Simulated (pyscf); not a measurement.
## H₃C–N(CH₃)–Sn(NH₂)(NH₂)–NH₂, singlet

Gas-phase minimum from PySCF at ωB97X-D3(BJ)/def2-SVP, one conformer. 

SMILES: [Sn]([NH2])([N](C)C)([NH2])[NH2]
```xyz
19

C     -0.2233     1.9843    -0.3004
N      0.3768     0.9010     0.4424
C      1.1956     1.3118     1.5606
Sn    -0.5502    -0.8910     0.4797
N     -1.2938    -1.3713    -1.3426
N     -2.1985    -0.9035     1.6650
N      0.9004    -2.1345     1.1641
H      0.5513     2.6458    -0.7366
H     -0.8920     2.6252     0.3138
H     -0.8205     1.5830    -1.1360
H      0.6379     1.9045     2.3185
H      1.6186     0.4283     2.0648
H      2.0429     1.9402     1.2213
H     -2.1671    -0.8959    -1.5615
H     -0.6525    -1.2410    -2.1217
H     -2.6459    -1.8147     1.7462
H     -2.0284    -0.5550     2.6065
H      0.6025    -3.1011     1.2793
H      1.7448    -2.1327     0.5947
```
Charge 0, spin multiplicity 1.

Bonds (Å): C1–N2 1.444, C1–H8 1.108, C1–H9 1.111, C1–H10 1.103, N2–C3 1.446, N2–Sn4 2.018, C3–H11 1.112, C3–H12 1.102, C3–H13 1.108, Sn4–N5 2.026, Sn4–N6 2.030, Sn4–N7 2.029, N5–H14 1.018, N5–H15 1.018 (the first ones only). Bond angles (°): N2–C1–H8 111.1, N2–C1–H9 113.5, N2–C1–H10 110.0, H8–C1–H9 107.1, H8–C1–H10 107.3, H9–C1–H10 107.6, C1–N2–C3 114.8, C1–N2–Sn4 119.0, C3–N2–Sn4 119.9, N2–C3–H11 113.2, N2–C3–H12 110.1, N2–C3–H13 110.9, H11–C3–H12 107.9, H11–C3–H13 106.9 (the first ones only).

Properties at ωB97X-D3(BJ)/def2-SVP:

```
Property                                                                                                                                                                                                                                                                                                                                                                                                    Result
---------------------------------------------------------------------------------------------------------------------  -------------------------------------------------------------------------------------------------------------------------------------------------------------------------------------------------------------------------------------------------------------------------------------------
Harmonic wavenumbers, unscaled                                                                                         53, 78, 111, 116, 144, 158, 170, 192, 198, 231, 257, 276, 278, 308, 502, 523, 534, 551, 624, 633, 638, 806, 812, 856, 1018, 1101, 1128, 1173, 1288, 1301, 1441, 1465, 1469, 1478, 1495, 1511, 1544, 1547, 1548, 2974, 2982, 3044, 3051, 3128, 3142, 3571, 3571, 3576, 3666, 3666, 3674 cm⁻¹
Zero-point energy                                                                                                                                                                                                                                                                                                                                                                                    99.5 kcal/mol
Rotational symmetry number                                                                                                                                                                                                                                                                                                                                                                                       1
Entropy of this conformer at 298 K and 1 atm, rigid rotor and harmonic oscillator, modes under 100 cm⁻¹ raised to 100                                                                                                                                                                                                                                                                              456.0 J/(mol K)
Dipole moment                                                                                                                                                                                                                                                                                                                                                                                               0.63 D
```

Single-point totals, which compare only within one level:

```json
[
 {"level": "ωB97X-D3(BJ)/def2-TZVP", "total energy (hartree)": "-517.09646"},
 {"level": "PBE/def2-TZVP", "total energy (hartree)": "-516.49554"},
 {"level": "r²SCAN/def2-TZVP", "total energy (hartree)": "-516.78829"},
 {"level": "B3LYP-D3(BJ)/def2-TZVP", "total energy (hartree)": "-516.99085"},
 {"level": "PBE0-D3(BJ)/def2-TZVP", "total energy (hartree)": "-516.54593"},
 {"level": "M06-2X/def2-TZVP", "total energy (hartree)": "-516.68886"},
 {"level": "ωB97M-D3(BJ)/def2-TZVP", "total energy (hartree)": "-516.99969"}
]
```

Soft torsions are taken as harmonic, which can shift the entropy by several J/(mol K). Elements past Kr carry the def2 core potentials, without spin-orbit coupling.
